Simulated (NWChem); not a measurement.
Molecule: C2H4F, doublet; SMILES C[CH]F

Program: NWChem. Spin-unrestricted. No stability test was run on the SCF state. The level has its own optimisation; frequencies are unscaled. Brackets give each atom's bonded neighbours.

Problem. Predict the results for PBE/STO-3G. Quantities: r C–C (Å); r C–F (Å); r C–H [C(CFH)–H(C)] (Å); highest harmonic frequency (cm⁻¹); lowest (cm⁻¹); zero-point energy (kcal/mol); dipole (D).

Solution. The r C–C (Å) is 1.533, the r C–F (Å) is 1.374 and the r C–H [C(CFH)–H(C)] (Å) is 1.117. The highest harmonic frequency (cm⁻¹) is 3401 and the lowest (cm⁻¹) is 134. The zero-point energy (kcal/mol) comes out as 35.7 and the dipole (D) comes out as 0.53.
